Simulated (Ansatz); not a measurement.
Two structures of AlHBrClF$_{2}$, closed shell, reached by relaxing down either side of one saddle point (PBE0-D4/def2-TZVP). Energies are electronic, without zero-point energy. Ansatz 0.2.0; basis: def2-TZVPP and def2-QZVPP; cores frozen in the correlated methods. Filled d shells of the heavier atoms are correlated. The def2 sets are not built for correlating such inner shells, so the correlated values are less sure here. Extrapolation: Hartree–Fock as exp(−7.88 √X), correlation as X^−2.97. First:

| atom | x (Å) | y (Å) | z (Å) |
| --- | --- | --- | --- |
| Al1 | -0.3842 | -0.4696 | -0.4905 |
| Br2 | 1.5940 | -1.4512 | -0.0200 |
| F3 | -0.5521 | 0.2839 | -1.9377 |
| F4 | -1.7303 | -1.0404 | 0.2529 |
| H5 | 1.1158 | 1.1192 | 1.2767 |
| Cl6 | -0.0433 | 1.5582 | 0.9187 |

Second:

```xyz
6
angstrom
Al -0.7505 0.0795 -0.3555
Br 1.5935 -1.0217 0.2394
F -0.5237 0.1866 -1.9776
F -1.6995 -1.1350 0.2087
H 1.9303 0.0776 1.0851
Cl -0.5501 1.8129 0.8001
```

Which bonds change from the first to the second?

AlBrF₂ ([F][Al]([F])[Br]) + HCl → AlClF₂ ([F][Al]([F])[Cl]) + HBr (still joined by a long Al–Br bond); bonds formed: Br2–H5; dative contacts that become bonds: Al1–Cl6; bonds broken: H5–Cl6; bonds weakened to dative contacts: Al1–Br2.

Give the saddle point's structure and its height above each. (To be estimated.)

By the calculation: 0.364 eV above the first and 0.367 eV above the second (CCSD(T) at an estimated basis limit (MP2 extrapolated from triple and quadruple zeta, plus CCSD(T) − MP2 in triple zeta)).
Al1  (-0.528, -0.163, -0.382)
Br2  (1.656, -1.019, 0.275)
F3  (-0.529, 0.249, -1.966)
F4  (-1.720, -1.089, 0.248)
H5  (1.151, 0.451, 0.892)
Cl6  (-0.030, 1.570, 0.933)
(Å)

The T1 diagnostic stays at or below 0.010.

Labels in which every atom is bracketed show which atoms are joined, not bond orders.

For scale, one of the runs: CCSD(T)/def2-TZVPP, 208 basis functions, launched by `ansatz run in.yaml --threads 4 --pin off --events-out ev --progress --plain --max-ram 9574MiB`. Time: 2.1 min of wall clock on 4 CPU threads of an Arm Neoverse V1; the host was shared. Peak host memory: 2.8 GiB.
